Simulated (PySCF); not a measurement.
C₅H₅F, SMILES C#CCC(=C)F.

Geometry optimised at PBE0-D3(BJ)/def2-SVP. This is a generated structure with no PubChem entry under its InChIKey; it may be hypothetical. The values are those of a single conformer.

Method: HF/def2-TZVP (PySCF).

Gas-phase values at a fixed geometry.

Task: Estimate the frontier levels, gap, dipole moment and polarisability. (The exact figures need the calculation; the answer reports its results.)

Result: 
The highest occupied level comes out as -10.26 eV, the lowest empty level is 3.58 eV and the orbital gap comes out as 13.84 eV. The dipole moment is 1.66 D and the quadrupole, principal values (traceless, Buckingham form, about the centre of nuclear charge) comes out as -5.08, -1.51, 6.58 D·Å. The mean static polarisability comes out as 55.8 bohr³ (8.26 Å³) and the polarisability, principal values is 43.1, 45.0, 79.2 bohr³.
